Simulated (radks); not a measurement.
Results of a calculation; reference values are marked as such.
The nuclear charge of the ytterbium ion Yb2+ is varied continuously with 68 electrons held in [Xe] 4f14. Level of theory: scalar-relativistic Kohn-Sham, PBE, spin-polarised, spherical densities, finite nucleus; Fermi nuclear charge, rms radius 5.3108 fm (a radial shooting solver on a logarithmic mesh with Libxc functionals). By the Hellmann-Feynman theorem dE/dZ = E(electron-nucleus)/Z, the electronic potential at the nucleus (averaged over a nucleus of fixed radius). The scalar-relativistic energy here is not variational (the density holds large components alone), so the two differ by a part that grows with Z.

Z     E (hartree)  E(electron-nucleus)/Z (hartree)  HOMO  e(HOMO) (eV)  <r> HOMO (bohr)
69    -13565.6554                         -483.170    4f        -3.696           0.8979
69.5  -13810.2063                         -488.485    4f        -9.860           0.8254
70    -14057.4516                         -493.777    4f       -17.636           0.7802
70.5  -14307.3868                         -499.067    4f       -26.484           0.7454
71    -14560.0138                         -504.361    4f       -36.208           0.7164

The central difference of E at Z = 70 is -497.180 hartree, to compare with the third column; the second derivative is -10.8 hartree.
